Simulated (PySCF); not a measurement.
**Cl (chlorine, neutral) across methods**

[Ne] 3s1 3p6, 2S determinant (an excited configuration). Calculation: PySCF 2.14, in x2c-QZVPPall with one added diffuse shell each of s, p, d, f type (10s7p5d3f1g, 86 functions); scalar relativity by spin-free X2C-1e. The B2PLYP total includes its PT2 part (frozen core); its orbital energies are those of the SCF part.

```tsv
method	E (hartree)	mean ε 3s α (eV)	mean ε 3p α (eV)	mean ε 3p β (eV)	Σ⟨r²⟩ (bohr²)	⟨S²⟩
PBE	-460.9528	-21.946	-9.625	-8.629	28.35	0.753
BHandHLYP	-461.0824	-27.526	-12.847	-10.657	28.51	0.760
B2PLYP	-460.9871	-27.694	-12.873	-10.530	28.60	0.762
LDA	-459.6369	-21.895	-9.689	-8.765	28.40	0.753
M06	-461.0890	-24.610	-11.095	-9.662	28.13	0.755
r2SCAN	-461.0771	-23.116	-10.154	-8.810	28.24	0.758
PBE0	-460.9553	-24.804	-11.306	-9.722	28.30	0.756
UHF	-460.33082	-32.712	-15.671	-11.801	28.93	0.780
LC-wPBE	-460.9813	-27.897	-14.155	-12.555	28.07	0.754
```
